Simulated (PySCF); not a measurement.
# Working out the ionisation energy of Kr¹⁹⁺

Kr¹⁹⁺ [Ne] 3s2 3p5 (2P) → Kr²⁰⁺ [Ne] 3s2 3p4 (3P). Computed with PySCF 2.14 in an uncontracted even-tempered set (17 s from 1.7 bohr⁻², ratio 2.5; 11 p from 2.2 bohr⁻², ratio 2.5; 5 d from 12 bohr⁻², ratio 2.7; 4 f from 18 bohr⁻², ratio 2.7), with no relativity, point nucleus. Frozen: 1s2; the 18 highest virtual orbitals dropped. Energies in hartree (1 hartree = 27.21139 eV):

```json
{"part": "UHF", "Kr¹⁹⁺ (lower)": "-2548.497633", "Kr²⁰⁺ (upper)": "-2518.029055"}
{"part": "MP2 opposite-spin", "Kr¹⁹⁺ (lower)": "-0.413114", "Kr²⁰⁺ (upper)": "-0.388302"}
{"part": "MP2 same-spin", "Kr¹⁹⁺ (lower)": "-0.155700", "Kr²⁰⁺ (upper)": "-0.144468"}
```

Q: What does Hartree-Fock give?

A: (-2518.029055) − (-2548.497633) = 30.468578 hartree = 829.092 eV.

Q: What do MP2 and SCS-MP2 (6/5 opposite-spin, 1/3 same-spin) give?

A: The opposite-spin parts differ by 0.675 eV and the same-spin parts by 0.306 eV. MP2: 829.092 + (0.675) + (0.306) = 830.073 eV. SCS-MP2: 829.092 + 1.2 × (0.675) + (0.306)/3 = 830.004 eV.

Reference: 831.6 ± 0.9 eV (semi-empirical (NIST evaluation); NIST Atomic Spectra Database, ionization energies), between the lowest levels; spin-orbit coupling is absent from the calculation.

The calculation is non-relativistic.

What remains against the reference includes basis incompleteness, the frozen core and correlation beyond second order.
